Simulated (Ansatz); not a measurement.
The cluster Ba₃Se₂, relaxed as a singlet with RKS PBE0-D4/def2-SVP in Ansatz, starting from the GFN1-xTB geometry. Force threshold 0.02 eV/Å.

In the def2 sets Ba takes a core potential; there is no spin–orbit coupling. The structure comes from a short search, and lower isomers may exist.

Start:

```xyz
5

Ba   -1.1796   -1.7805    0.9749
Ba    1.9891    0.8424    0.9192
Ba   -0.8373    0.9541   -1.9416
Se    1.0005   -1.2177   -0.9969
Se   -0.9727    1.2017    1.0444
```

**Question.** Estimate the energy that the relaxation releases and the steps that it takes.

**Answer.** 9.2 kJ/mol, in 4 steps; 19 s on 4 threads of Arm Neoverse V2 on a shared host. No frequencies were taken in this run, so the end may be a saddle point.

**Question.** Does the start keep its bonding and symmetry?

**Answer.** By distances, no bond broke or formed. The bond that changes most is Ba2–Se4, from 2.98 to 3.06 Å (atoms count from 1). The end is the same structure that another start reached, the lowest one found. Point group Cs at the start, D3h at the end, both within 0.05 Å; within 0.015 Å the end is C2v.

**Question.** Predict the relaxed structure.

**Answer.** 
```xyz
5

Ba   -1.142   -1.769    0.996
Ba    1.971    0.813    0.939
Ba   -0.836    0.960   -1.947
Se    1.053   -1.291   -1.081
Se   -1.046    1.287    1.092
```
Bond lengths (bridged metal pairs left out): 6 × Ba–Se 3.06 Å.
